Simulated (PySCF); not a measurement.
# An elementary step

Start structure (GeH4S, singlet), relaxed at PBE0-D4/def2-TZVP:

Ge1  (-0.801, 1.117, -0.021)
S2  (1.301, 1.203, 0.720)
H3  (0.057, -1.213, -1.514)
H4  (-0.639, -1.255, -1.787)
H5  (-1.210, -0.077, 0.953)
H6  (1.269, 0.221, 1.634)
(Å)

The step: GeH₂S ([SH][GeH]) + H₂ → GeH₄S ([SH2][GeH2]); bonds formed: Ge1–H4, S2–H3; bonds broken: H3–H4. Program: PySCF 2.14 with density fitting (its default auxiliary sets; JK sets also for MP2 and CCSD(T)). Basis: def2-TZVPP and def2-QZVPP. Cores are frozen in the correlated methods. Filled d shells of the heavier atoms are correlated. The def2 sets are not built for correlating such inner shells, so the correlated values are less sure here. Extrapolation: Hartree–Fock as exp(−7.88 √X), correlation as X^−2.97. Energies below are by CCSD(T) at an estimated basis limit (MP2 extrapolated from triple and quadruple zeta, plus CCSD(T) − MP2 in triple zeta).

Q: What are the electronic barrier and the energy of the step, from the start structure to the end structure? (An estimate is asked for; the value comes from the calculation.)

A: Computed: Barrier 96.7 kJ/mol; step energy 36.5 kJ/mol (uphill); reverse barrier, their difference, 60.1 kJ/mol. Barrier and step energy count from the start structure, the reverse barrier from the end structure.

The saddle point: One imaginary mode of 1018i cm⁻¹.
```tsv
pair	start (Å)	saddle (Å)	end (Å)
Ge1–H4	2.96	1.73	1.59
S2–H3	3.52	1.67	1.34
H3–H4	0.75	1.06	3.21
```

Zero-point energy (harmonic, PBE0-D4): ZPE is 71.9 kJ/mol at the start and 75.8 kJ/mol at the saddle, so the barrier goes from 96.7 to 100.5 kJ/mol.

T1 diagnostic: at most 0.015. The start structure is not quite a true minimum (one mode of 88i cm⁻¹).

Labels in which every atom is bracketed show which atoms are joined, not bond orders.

For scale, one of the runs: CCSD(T)/def2-TZVPP, 146 basis functions, launched by `OMP_NUM_THREADS=4 python run.py`. Time: 89 s of wall clock on 4 CPU threads of an Intel Xeon Platinum 8488C; the host was shared. Peak host memory: 1 GiB.
